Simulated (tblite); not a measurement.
Compound: C4H11BrSeSi.
Bonds: C1–C2, C2–C3, C3–C4, C4–Se5, Se5–Si6, Si6–Br7. Hydrogens: H8, H9, H10 on C1; H11, H12 on C2; H13, H14 on C3; H15, H16 on C4; H17, H18 on Si6.

Computed with GFN2-xTB (tblite), gas phase: L-BFGS steps from a force-field or distance-geometry start until the largest atomic force falls under 0.01 eV/Å.

Step 57: E = -632.3727 eV
```
atom  x, y, z in Å  |  force x, y, z in eV/Å
C1     -2.7255    0.4156   -0.9583   -0.043   0.022  -0.014
C2     -1.7058   -0.5380   -0.3486   -0.015  -0.023  -0.014
C3     -0.4088    0.1854    0.0035   -0.008  -0.001   0.013
C4      0.6196   -0.7618    0.5917    0.042   0.003   0.007
Se5     2.2085    0.2078    1.2737   -0.016  -0.003   0.041
Si6     3.2632    0.6416   -0.6803    0.050  -0.038  -0.031
Br7     3.7662   -1.2571   -1.7245   -0.040   0.027  -0.011
H8     -3.0673    1.1414   -0.2245    0.044   0.027   0.034
H9     -2.2932    0.9585   -1.7974   -0.019  -0.051   0.002
H10    -3.5924   -0.1356   -1.3125   -0.013  -0.009  -0.024
H11    -2.1261   -0.9949    0.5504    0.015   0.002  -0.008
H12    -1.4894   -1.3397   -1.0570    0.024  -0.023  -0.029
H13    -0.0081    0.6526   -0.9008    0.008   0.022   0.025
H14    -0.6224    0.9773    0.7262   -0.012   0.023  -0.006
H15     0.9707   -1.4959   -0.1370   -0.015  -0.010   0.011
H16     0.2215   -1.2915    1.4596    0.006   0.033  -0.017
H17     2.4536    1.3667   -1.6503    0.001   0.000   0.020
H18     4.5269    1.2739   -0.3552   -0.007  -0.001   0.000
```

Step 58: E = -632.3736 eV
```
atom  x, y, z in Å  |  force x, y, z in eV/Å
C1     -2.7233    0.4125   -0.9572   -0.054   0.020  -0.031
C2     -1.7026   -0.5409   -0.3507   -0.030  -0.021  -0.003
C3     -0.4089    0.1877    0.0018   -0.012  -0.019   0.026
C4      0.6193   -0.7568    0.5944    0.071  -0.001   0.020
Se5     2.2079    0.2167    1.2770   -0.027  -0.023   0.028
Si6     3.2636    0.6379   -0.6789    0.044  -0.022  -0.012
Br7     3.7449   -1.2567   -1.7364   -0.037   0.002  -0.012
H8     -3.0713    1.1336   -0.2235    0.044   0.046   0.072
H9     -2.2920    0.9602   -1.7918    0.009  -0.027  -0.033
H10    -3.5862   -0.1379   -1.3177   -0.057  -0.045  -0.036
H11    -2.1232   -0.9992    0.5479    0.028  -0.002  -0.018
H12    -1.4858   -1.3408   -1.0617    0.028  -0.013  -0.013
H13    -0.0102    0.6547   -0.9040    0.017   0.014   0.047
H14    -0.6280    0.9793    0.7236    0.000   0.017  -0.021
H15     0.9734   -1.4937   -0.1310   -0.025   0.006   0.022
H16     0.2221   -1.2841    1.4650    0.003   0.045  -0.040
H17     2.4589    1.3754   -1.6412   -0.018   0.016  -0.003
H18     4.5327    1.2584   -0.3569    0.015   0.006   0.007
```

Step 59: E = -632.3745 eV
```
atom  x, y, z in Å  |  force x, y, z in eV/Å
C1     -2.7216    0.4065   -0.9564   -0.092   0.056  -0.071
C2     -1.6988   -0.5467   -0.3535   -0.037  -0.010   0.006
C3     -0.4089    0.1890   -0.0006   -0.011  -0.032   0.033
C4      0.6208   -0.7487    0.6017    0.074   0.002   0.024
Se5     2.2061    0.2352    1.2803   -0.024  -0.038  -0.003
Si6     3.2645    0.6373   -0.6797    0.063   0.015  -0.008
Br7     3.6886   -1.2620   -1.7547   -0.040   0.018   0.001
H8     -3.0912    1.1107   -0.2132    0.069  -0.010   0.010
H9     -2.2813    0.9756   -1.7744   -0.026  -0.048   0.013
H10    -3.5717   -0.1480   -1.3450   -0.022  -0.006  -0.004
H11    -2.1190   -1.0065    0.5446    0.041  -0.013  -0.027
H12    -1.4796   -1.3444   -1.0671    0.028   0.007   0.008
H13    -0.0111    0.6526   -0.9092    0.026   0.004   0.070
H14    -0.6348    0.9843    0.7162    0.011  -0.001  -0.035
H15     0.9777   -1.4925   -0.1165   -0.032   0.029   0.035
H16     0.2242   -1.2690    1.4774   -0.001   0.052  -0.056
H17     2.4755    1.4074   -1.6316   -0.004  -0.004   0.009
H18     4.5521    1.2254   -0.3597   -0.022  -0.021  -0.005
```

Question: Estimate the geometry and energy of step 60. (The exact step hangs on the optimiser's Hessian estimate; all steps are aligned on step 59, rigid shifts and turns removed.)

Answer: E = -632.3756 eV, largest force 0.078 eV/Å
```
atom  x, y, z in Å  |  force x, y, z in eV/Å
C1     -2.7220    0.4056   -0.9562   -0.046   0.016  -0.054
C2     -1.6984   -0.5494   -0.3557   -0.023   0.005   0.004
C3     -0.4099    0.1890   -0.0007   -0.011  -0.029   0.023
C4      0.6221   -0.7461    0.6034    0.038   0.011   0.015
Se5     2.2053    0.2384    1.2820   -0.002  -0.031  -0.026
Si6     3.2664    0.6350   -0.6798    0.026   0.040   0.022
Br7     3.6783   -1.2607   -1.7597   -0.032  -0.013  -0.011
H8     -3.0872    1.1091   -0.2114    0.049   0.001   0.018
H9     -2.2812    0.9729   -1.7734   -0.008  -0.014  -0.018
H10    -3.5717   -0.1467   -1.3464   -0.053  -0.022   0.001
H11    -2.1177   -1.0100    0.5423    0.038  -0.023  -0.028
H12    -1.4772   -1.3459   -1.0710    0.019   0.023   0.023
H13    -0.0130    0.6552   -0.9086    0.031  -0.008   0.071
H14    -0.6389    0.9847    0.7151    0.014  -0.012  -0.031
H15     0.9774   -1.4927   -0.1123   -0.023   0.032   0.028
H16     0.2250   -1.2636    1.4798   -0.008   0.040  -0.041
H17     2.4798    1.4116   -1.6280   -0.011   0.000   0.003
H18     4.5543    1.2200   -0.3608    0.002  -0.017   0.002
```

The energy changes by -0.0012 eV. The first-order estimate −F·Δx gives -0.0015 eV and the mean of the old and new forces, exact on a quadratic surface, -0.0012 eV. The step makes an angle of 73° with the force vector and moves no atom by more than 0.012 Å.

What follows is the cost of the whole relaxation. The run took 2.3 s of wall time on Arm Neoverse N1, one thread, no GPU (shared host).
